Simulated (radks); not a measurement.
The numbers below are computed, except where a source is named.
Task: W14+, configuration [Xe] 4f4 6s2 (not the ground configuration). Code: a radial shooting solver on a logarithmic mesh with Libxc functionals. Model: scalar-relativistic Kohn-Sham, PBEsol, spin-polarised, spherical densities, point nucleus; open shells are filled with parallel spins first (spin-orbit coupling, left out, can overturn this in heavy ions). Some entries of the table are withheld. Estimate them.

orbital  occ.  eigenvalue (hartree)  <r> (bohr)  <r^2> (bohr^2)
1s down     1             -2568.279     0.01835       0.0004631
1s up       1             -2568.279     0.01835       0.0004631
2s up       1             -456.3796     0.07762        0.007129
2s down     1             -456.3740     0.07761        0.007128
2p up       3             -401.0483     0.06949        0.005901
2p down     3             -401.0440     0.06949        0.005901
3s up       1             -117.7703      0.2011         0.04622
3s down     1             -117.6328      0.2010         0.04616
3p up       3             -101.3899      0.2013         0.04697
3p down     3             -101.2519      0.2012         0.04689
3d up       5             -82.53689      0.1825         0.03897
3d down     5             -82.43093      0.1823         0.03888
4s up       1             -35.99619      0.4362          0.2143
4s down     1             -35.77427      0.4367          0.2147
4p up       3             -30.40545      0.4582          0.2379
4p down     3             -30.19309      0.4588          0.2386
4d up       5             -23.39295      0.4749          0.2590
4d down     5             -23.18602      0.4760          0.2603
4f up       4                   (1)         (2)          0.2651
4f down     0                   (3)         (4)          0.2681
5s up       1             -13.95556      0.8765          0.8555
5s down     1             -13.88586      0.8800          0.8620
5p up       3             -12.02520      0.9448          0.9966
5p down     3             -11.96959      0.9487           1.004
6s up       1              -7.18397       1.563           2.709
6s down     1              -7.16295       1.568           2.723

Result: 
(1) 4f up eigenvalue (hartree): -15.69173
(2) 4f up <r> (bohr): 0.4770
(3) 4f down eigenvalue (hartree): -15.47134
(4) 4f down <r> (bohr): 0.4793
